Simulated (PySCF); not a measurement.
## Polarisability and C₆ of Mn⁺ (manganese, charge +1)

[Ar] 3d6, high-spin 5D determinant (an excited configuration). Calculation: PySCF 2.14, in def2-TZVPPD; no relativity, point nucleus. Coupled (time-dependent) response in atomic units; α is the mean over directions.

| method | mean α (bohr³) | α xx, yy, zz | C₆ (like pair) | S(−4) |
| --- | --- | --- | --- | --- |
| r2SCAN0 | 9.261 | 10.65, 10.65, 6.474 | 23.93 | 185.4 |

S(−4) is the Cauchy moment in α(ω) = α(0) + S(−4) ω² + …

α(iu) at r2SCAN0:

| u (hartree) | α(iu) (bohr³) |
| --- | --- |
| 0 | 9.261 |
| 0.0500 | 8.833 |
| 0.100 | 7.857 |
| 0.200 | 5.851 |
| 0.300 | 4.483 |
| 0.500 | 3.093 |
| 0.750 | 2.360 |
| 1.00 | 1.977 |
| 1.50 | 1.519 |
| 2.00 | 1.207 |
| 3.00 | 0.7906 |
| 5.00 | 0.3911 |

For an ion, C₆ is the dispersion term alone; charge-induced terms of lower order in 1/R come first.

The components differ because the open shell of this determinant is not spherical; for a pure term their mean is the scalar polarisability.
